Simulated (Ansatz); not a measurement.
Method: frozen-core CCSD(T)/def2-TZVPP // PBE-D3(BJ)/def2-TZVP (Ansatz, a quantum-chemistry and plane-wave program).

Ansatz 0.2 input:
```yaml
crystal:
  periodic: [false, false, false]
  atoms:
    - { symbol: Cl, position_ang: [-1.907496, -1.125489, -0.053471] }
    - { symbol: In, position_ang: [-0.00541, 0.226405, -0.094842] }
    - { symbol: Cl, position_ang: [1.959375, -1.03304, -0.117706] }
    - { symbol: H, position_ang: [-0.046469, 1.932125, -0.10694] }
basis:
  gaussian: { orbitals: def2-TZVPP }
correlation:
  method: ccsd_t
```

Output:

```
Functional definition: HF
1055 factors; integrals over basis functions are off by at most 9.1e-4 eV
mean field evaluation 1: about -30173.9245 eV, gradient 2.0e1 eV
mean field evaluation 2: about -30173.9514 eV, gradient 2.0e1 eV
mean field evaluation 4: about -30175.3551 eV, gradient 1.7e0 eV
mean field evaluation 8: about -30175.3726 eV, gradient 1.5e-1 eV
mean field evaluation 16: about -30175.0748 eV, gradient 1.1e1 eV
mean field -30175.37266266 eV, -1108.9244917506 hartree, gradient 1.0e-6 eV, S^2 0.000000; 0 other end points of the search recorded, 0 dependent functions left out
14 core orbitals not correlated
reference -30175.37266266 eV, -1108.9244917506 hartree; 14, 14 occupied and 120, 120 virtual orbitals, 1055 factors
second order -17.77151432 eV of doubles, -0.00000000 eV of singles
cycle   1  -18.12446944 eV  change   -3.5e-1 eV  update   9.2e-2
cycle   2  -18.53110438 eV  change   -4.1e-1 eV  update   2.6e-2
cycle   3  -18.60365981 eV  change   -7.3e-2 eV  update   1.5e-2
cycle   4  -18.59328619 eV  change    1.0e-2 eV  update   4.0e-3
cycle   5  -18.59045075 eV  change    2.8e-3 eV  update   1.5e-3
cycle   6  -18.59076724 eV  change   -3.2e-4 eV  update   4.0e-4
cycle   7  -18.59071484 eV  change    5.2e-5 eV  update   1.3e-4
cycle   8  -18.59071385 eV  change    9.9e-7 eV  update   4.6e-5
cycle   9  -18.59073121 eV  change   -1.7e-5 eV  update   1.9e-5
perturbative correction -0.69417444 eV, -0.0255104401 hartree
Total energy: -30194.65756831 eV, -1109.6331989616 hartree
```

Cost: very roughly 50 core-seconds.
